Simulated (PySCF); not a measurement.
Stepwise substitution at one centre (Al H-OH). Gas-phase values, no solvent. One relaxed conformer stands for each flexible species; it need not be the lowest. Strings in code marks are SMILES.

These are PBE-D3(BJ)/def2-TZVP // TPSSh-D3(BJ)/def2-TZVP (PySCF 2.14.0) values and carry that method's errors. All candidates: neutral, multiplicity 1. Excitations are Tamm–Dancoff values on a coarser integration grid. The basis has no diffuse functions, so Rydberg states are missing or too high.

```
Item                   Value
-------------------  -------
T1 excitation (TDA)  6.18 eV
HOMO–LUMO gap        6.38 eV
S1 excitation (TDA)  6.47 eV
```

Task: Say which member has these values.
A) `[OH][Al]([OH])[OH]`
B) `[OH][AlH][OH]` (H–O–Al–O torsion 0°, O–Al–O–H torsion 1°)
C) `[OH][AlH2]`

Result: B, `[OH][AlH][OH]` (H–O–Al–O torsion 0°, O–Al–O–H torsion 1°). The others give `[OH][Al]([OH])[OH]`: 5.78 eV, 5.95 eV, 6.02 eV; `[OH][AlH2]`: 4.77 eV, 5.03 eV, 5.14 eV
